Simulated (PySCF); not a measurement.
**A small calculation by hand: chemical shift, span and skew from a shielding tensor**

C3H5Cl2FSi, SMILES C=CC[Si](F)(Cl)Cl. Atoms are numbered in the order given.

```xyz
12

C      2.6533    -1.3488    -0.9476
C      1.5438    -0.7986    -1.4544
C      1.0392     0.5733    -1.1201
Si    -0.3604     0.5249     0.1016
F     -0.9670     2.0087     0.3023
Cl    -1.8844    -0.6758    -0.5650
Cl     0.2766    -0.1316     1.9344
H      3.3017    -0.7995    -0.2558
H      2.9497    -2.3682    -1.2090
H      0.9136    -1.3887    -2.1324
H      1.8325     1.1999    -0.6756
H      0.6645     1.0998    -2.0170
```
Charge 0, spin multiplicity 1.

Geometry: r2SCAN-D4/def2-SVP. The values are those of a single conformer.

GIAO shieldings from PySCF with PBE/pcSseg-1, non-relativistic, no solvent. The symmetric part of the tensor of C1 has the principal values -57.4, 67.3, 149.4 ppm. The same nucleus in TMS has σ = 182.0 ppm at this level (PySCF, at its B3LYP-D3(BJ)/def2-TZVP geometry). Without spin–orbit terms, shifts of atoms bonded to Cl or Br come out too high.

### Question
Work out the isotropic shielding, the ¹³C shift against TMS, the span and the skew.

### Answer

σ(iso) = (σ11 + σ22 + σ33)/3 = 53.1 ppm. δ = σ(ref) − σ(iso) = 182.0 − (53.1) = 128.9 ppm.
Span Ω = σ33 − σ11 = 206.8 ppm. Skew κ = 3(σ(iso) − σ22)/Ω = -0.21. Tumbling in solution averages the tensor to δ; in a static solid the shielding alone would spread this spin-1/2 line over Ω.
